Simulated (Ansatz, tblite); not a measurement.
Cost and result up the ladder for Si₂O₂⁻ (4 atoms). Charge -1, multiplicity 2. Geometry: PBE0-D4/def2-TZVPD.

```xyz
4

Si    0.458    1.146    0.192
Si   -0.458   -1.146   -0.193
O    -0.805    0.443   -0.724
O     0.805   -0.443    0.724
```

Ansatz on 4 threads of Arm Neoverse V1 on a shared host; xTB runs through tblite on one thread. Times are rough, summed over both states, and most runs start from the orbitals of an earlier one. B2PLYP/def2-TZVPD serves as the yardstick here, not as an exact answer. The other state is a quartet at its own geometry.

The xTB rows come from tblite. HSE06 is defined as in plane-wave codes, on full-range PBE exchange. Correlated methods freeze 12 core orbitals. The structure comes from a short search, and lower isomers may exist.

Run but left out: HF/STO-3G, HF/def2-TZVPD, HF/def2-TZVPPD, MP2/def2-TZVPD, MP2/def2-TZVPPD (doublet: a determinant that CCSD turns far, T1 0.061).

Correlated methods converge slowly with the basis.

xTB has no spin-polarisation term.

```json
{"level": "PBE-D4/def2-TZVPD", "functions": "166", "quartet − doublet (eV)": "2.62", "difference from B2PLYP/def2-TZVPD (eV)": "-0.15", "remarks": "HOMO above zero (doublet), HOMO above zero (quartet)"}
{"level": "r2SCANh-D4/def2-TZVPD (with forces)", "functions": "166", "quartet − doublet (eV)": "2.50", "difference from B2PLYP/def2-TZVPD (eV)": "-0.27", "remarks": "HOMO above zero (doublet), HOMO above zero (quartet)"}
{"level": "PBE0-D4/def2-TZVPD", "functions": "166", "quartet − doublet (eV)": "2.62", "difference from B2PLYP/def2-TZVPD (eV)": "-0.16", "remarks": "HOMO above zero (doublet), HOMO above zero (quartet)"}
{"level": "HSE06-D4/def2-TZVPD", "functions": "166", "quartet − doublet (eV)": "2.62", "difference from B2PLYP/def2-TZVPD (eV)": "-0.16", "remarks": "HOMO above zero (doublet), HOMO above zero (quartet)"}
{"level": "GFN1-xTB", "functions": "26", "quartet − doublet (eV)": "3.92", "difference from B2PLYP/def2-TZVPD (eV)": "1.14", "remarks": "–"}
{"level": "r2SCAN-D4/def2-TZVPD", "functions": "166", "quartet − doublet (eV)": "2.51", "difference from B2PLYP/def2-TZVPD (eV)": "-0.27", "remarks": "HOMO above zero (doublet), HOMO above zero (quartet)"}
{"level": "GFN2-xTB", "functions": "26", "quartet − doublet (eV)": "3.24", "difference from B2PLYP/def2-TZVPD (eV)": "0.47", "remarks": "–"}
{"level": "B2PLYP/def2-TZVPD", "functions": "166", "quartet − doublet (eV)": "2.78", "difference from B2PLYP/def2-TZVPD (eV)": "0.00", "remarks": "–"}
{"level": "revPBE-D4/def2-TZVPD", "functions": "166", "quartet − doublet (eV)": "2.59", "difference from B2PLYP/def2-TZVPD (eV)": "-0.18", "remarks": "HOMO above zero (doublet), HOMO above zero (quartet)"}
{"level": "RPA@PBE/def2-TZVPD", "functions": "166", "quartet − doublet (eV)": "2.78", "difference from B2PLYP/def2-TZVPD (eV)": "0.01", "remarks": "–"}
{"level": "B97M-V/def2-TZVPD", "functions": "166", "quartet − doublet (eV)": "2.93", "difference from B2PLYP/def2-TZVPD (eV)": "0.16", "remarks": "HOMO above zero (doublet), HOMO above zero (quartet)"}
```

(1) Estimate how long each takes.

Answers

(1) GFN1-xTB 0.006 s; GFN2-xTB 0.006 s; PBE-D4/def2-TZVPD 4 s; revPBE-D4/def2-TZVPD 4.6 s; HSE06-D4/def2-TZVPD 5.5 s; RPA@PBE/def2-TZVPD 5.8 s; PBE0-D4/def2-TZVPD 6.1 s; B2PLYP/def2-TZVPD 8.2 s; r2SCAN-D4/def2-TZVPD 8.9 s; r2SCANh-D4/def2-TZVPD (with forces) 14 s; B97M-V/def2-TZVPD 14 s. On shared hardware such times vary by a factor of up to 3.
